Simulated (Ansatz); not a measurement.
Reaction (formal exchange of groups at a B–B bond): `BB(C)BCl` + `CC=N` → `CC(=N)BCl` + `BBC`

Gas-phase electronic energies from Ansatz, PBE0-D4/def2-TZVP geometries. CCSD(T)/CBS adds triple-zeta CCSD(T) − MP2 to the extrapolated MP2 energy (def2 sets, frozen cores). Functionals use def2-TZVPP. Each species was taken in one conformer, which may not be the lowest.

```
      level  ΔE (kJ/mol)
    r2SCAN0         -1.8
HF/def2-SVP        -16.8
```

(1) What does CCSD(T)/CBS give? (Best estimate.)

Largest T1 diagnostic among the species: 0.014.

Results:

(1) Computed: -6.5 kJ/mol. The listed levels differ from it by 4.7, -10.3 kJ/mol.

Leaving LDA and LC-ωPBE aside and taking each functional with its dispersion term where it has one, the values, not all of them listed here, spread over 11.9 kJ/mol, from ωB97M-V to PBE-D4. LDA lies −3.7 kJ/mol from PBE without D4. At CCSD(T), def2-SVP lies −4.4 kJ/mol from the extrapolated value and def2-TZVPP −0.5 kJ/mol. From PBE to PBE0 (25 % exact exchange), in def2-TZVPP and without D4, ΔE moves by −3.5 kJ/mol.
